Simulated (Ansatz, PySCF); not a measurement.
Pulling on the Si1–H2 bond in H4Si2 (SMILES [SiH][SiH3]) (multiplicity 1 held, fragments rigid). Energies count from the point at 1.524 Å.
Geometry at that point (charge 0, multiplicity 1):
```xyz
6

Si    -0.003     1.037     0.826
H     -0.444     1.862    -0.377
Si     0.029    -0.891    -0.598
H      0.979    -0.661    -1.721
H     -1.326    -1.100    -1.178
H      0.429    -2.147     0.084
```

Restricted levels (R-, RO-) in cc, def2 and unpolarised 6-31G sets keep to the state of the molecule at rest. Unrestricted levels (U-) break spin symmetry where that is lower. Active spaces are followed from a long bond inwards. Levels need not reach the same state.

Correlated levels freeze the cores. Rows in 3-21G carry no dispersion term and start afresh at each structure.

Codes used: Ansatz (a first-principles code); PySCF for 3-21G rows. Values without a source in brackets are computed.

```
level                                      energy at R = 4.876 Å (eV)
-----------------------------------------  --------------------------
R-HF/3-21G                                                      6.659
U-HF/cc-pV(T+d)Z                                                2.575
R-PBE/cc-pV(T+d)Z                                               4.339
R-wB97X-V/cc-pV(T+d)Z                                           6.015
U-wB97X-V/cc-pV(T+d)Z                                      (withheld)
R-SCS-MP2/cc-pV(T+d)Z                                      (withheld)
FIC-NEVPT4(SD) on CASSCF(2,2)/cc-pV(T+d)Z                       3.276
FIC-MRCISD on CASSCF(2,2)/cc-pV(T+d)Z                           3.297
FIC-MRCISD+Q on CASSCF(2,2)/cc-pV(T+d)Z                         3.339
```

Problem. Fill in the missing entries.

Solution. 
- U-wB97X-V/cc-pV(T+d)Z, energy at R = 4.876 Å (eV): 3.412
- R-SCS-MP2/cc-pV(T+d)Z, energy at R = 4.876 Å (eV): 4.503

Doubts at one or more of the structures used: a restricted determinant that unrestricted orbitals would lower (R-HF/3-21G, R-PBE/cc-pV(T+d)Z, R-wB97X-V/cc-pV(T+d)Z, R-SCS-MP2/cc-pV(T+d)Z); a spin-contaminated determinant (U-HF/cc-pV(T+d)Z, U-wB97X-V/cc-pV(T+d)Z).
